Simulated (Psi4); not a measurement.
nitrogen atom (N), quartet.

The Psi4 input:
```
memory 2 GB

molecule {
0 4
N     0.00000000    0.00000000    0.00000000
}

set {
  basis 3-21g
  reference uhf
  puream false
}

energy('ccsd(t)')
print_variables()
```

Problem. What total energy does Psi4 with CCSD(T)/3-21G give?

Solution. -54.1385 Eh

Problem. Predict the MP2 correlation energy from CCSD(T)/3-21G.

Solution. -0.0278 Eh

Problem. What SCF-reference <S^2> does CCSD(T)/3-21G give?

Solution. 3.752

Problem. Predict the coupled-cluster correlation energy (without the perturbative part) from CCSD(T)/3-21G.

Solution. -0.0331 Eh

Problem. What is the computed number of basis functions (CCSD(T)/3-21G)?

Solution. 9

These values belong to the state on which the SCF converged, which isn't shown to be the lowest.
